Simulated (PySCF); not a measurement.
PySCF 2.14 output of an unrestricted PBE calculation on a single atom or ion in 6-31G* (2s, 2 functions), with no relativity, point nucleus:

```
SCF conv_tol = 1e-09
number electrons alpha = 1  beta = 1
    J. P. Perdew, K. Burke, and M. Ernzerhof.,  Phys. Rev. Lett. 77, 3865 (1996)
    J. P. Perdew, K. Burke, and M. Ernzerhof.,  Phys. Rev. Lett. 78, 1396 (1997)
    J. P. Perdew, K. Burke, and M. Ernzerhof.,  Phys. Rev. Lett. 77, 3865 (1996)
    J. P. Perdew, K. Burke, and M. Ernzerhof.,  Phys. Rev. Lett. 78, 1396 (1997)
cycle= 1 E= -2.88445425182959  delta_E= -1.09e-05  |g|= 0.00191  |ddm|= 0.00592
cycle= 2 E= -2.88445566864196  delta_E= -1.42e-06  |g|= 0.000685  |ddm|= 0.00213
cycle= 3 E= -2.8844558792247  delta_E= -2.11e-07  |g|= 3.59e-08  |ddm|= 0.000564
cycle= 4 E= -2.8844558792247  delta_E= -1.33e-15  |g|= 2.23e-08  |ddm|= 1.12e-08
converged SCF energy = -2.8844558792247  <S^2> = -4.4408921e-16  2S+1 = 1
```

The run itself started from symmetry-adapted Hartree-Fock orbitals and held the occupation by maximum overlap, on a logarithmic radial grid, so the iterations belong to that start.

Question: Which element, charge and spin multiplicity is this?

Answer: He (helium, neutral), multiplicity 1; the state was 1s2, closed-shell 1S.
